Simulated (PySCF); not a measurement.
N,N-disilylpropan-2-amine (C3H13NSi2), SMILES CC(C)N([SiH3])[SiH3].

The structure is a stationary point at B3LYP-D3(BJ)/def2-SVP. The values are those of a single conformer.

The numbers are results of PBE/def2-TZVP (PySCF), not measurements.

Task: Estimate the frontier levels, gap, dipole moment. (Estimate from the structure and the level; the computed values follow.)

Result: 
| Quantity | Result |
|---|---|
| highest occupied level | -5.66 eV |
| lowest empty level | -0.65 eV |
| orbital gap | 5.01 eV |
| dipole moment | 1.20 D |
| quadrupole, principal values (traceless, Buckingham form, about the centre of nuclear charge) | -1.69, -0.97, 2.66 D·Å |
